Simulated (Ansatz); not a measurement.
This geometry of CH6ClNSi (10 atoms, charge 0, multiplicity 1) is a first-order saddle point.

These are results of Ansatz 0.2.0, UKS LDA/def2-SVP, not measurements.

```xyz
10
Properties=species:S:1:pos:R:3
Si -0.961 -0.681 -0.684
Cl -0.542 -2.152 -2.068
N 0.560 -0.158 -0.099
C 0.756 0.883 0.864
H 1.399 -0.603 -0.482
H -1.844 -1.278 0.384
H -1.747 0.409 -1.371
H -0.226 1.281 1.206
H 1.285 0.539 1.786
H 1.320 1.760 0.464
```

Problem. Which two structures does it join? (They come from a converged band through this point; their orientation in space is the band's.)

Solution. No bond is made or broken.  The two ends are copies of one structure, up to a mirror image or an exchange of like atoms.

Initial state:

```xyz
10
Properties=species:S:1:pos:R:3
Si -0.973 -0.675 -0.718
Cl -0.181 -0.854 -2.636
N 0.172 -0.387 0.519
C 0.842 0.866 0.725
H 0.644 -1.201 0.926
H -1.653 -1.974 -0.401
H -1.898 0.506 -0.767
H 0.208 1.695 0.338
H 1.010 1.074 1.806
H 1.829 0.950 0.208
```

Final state:

```xyz
10
Properties=species:S:1:pos:R:3
Si -1.003 -0.610 -0.731
Cl -0.320 -0.571 -2.698
N -0.274 0.525 0.318
C 1.064 0.408 0.826
H -0.657 1.476 0.328
H -0.677 -1.980 -0.210
H -2.471 -0.307 -0.776
H 1.347 -0.667 0.884
H 1.839 0.910 0.198
H 1.152 0.814 1.860
```

Problem. How far does it lie above each of them?

Solution. 0.181 eV above the first and 0.181 eV above the second. This is the barrier of this one path; another mechanism may lie lower.

Run time: 3.1 min on 2 threads of Arm Neoverse V1, on a shared host, peak memory 0.14 GiB.
